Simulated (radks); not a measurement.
Initial-state core-level shifts of the technetium ion Tc+ when its valence configuration changes from [Kr] 4d5 5s1. All-electron calculation, scalar-relativistic Kohn-Sham, r2SCAN, spin-polarised, spherical densities, finite nucleus; open shells are filled with parallel spins first (spin-orbit coupling, left out, can overturn this in heavy ions); meta-GGA in the generalised Kohn-Sham scheme; Fermi nuclear charge, rms radius 4.4112 fm. Program: a radial shooting solver on a logarithmic mesh with Libxc functionals. Shifts are changes of the shell-averaged eigenvalues in eV (positive: less bound); the change of the density at the nucleus, which sets a Mossbauer isomer shift, is in e/bohr^3, on a base of 1.022e+05.

valence               1s       3s       3p       4p  density at nucleus
4d4.5 5s1 5p0.5   -2.817   -2.898   -2.898   -2.562               +2.10
4d5 5p1           -1.284   -1.258   -1.258   -1.289              -18.62
4d5 5s0.5 5p0.5   -0.648   -0.636   -0.636   -0.650               -9.41
4d5.5 5p0.5       +1.135   +1.260   +1.260   +0.919              -19.96
4d3 5s1 5p2      -11.578  -11.906  -11.907  -10.183              +10.57
4d6               +3.485   +3.698   +3.698   +3.125              -21.02
4d4 5s2           -4.715   -4.864   -4.864   -4.176              +19.96
4d4 5s1.5 5p0.5   -5.282   -5.435   -5.436   -4.724              +12.12
4d4.5 5s1.5       -2.368   -2.439   -2.439   -2.127               +9.02
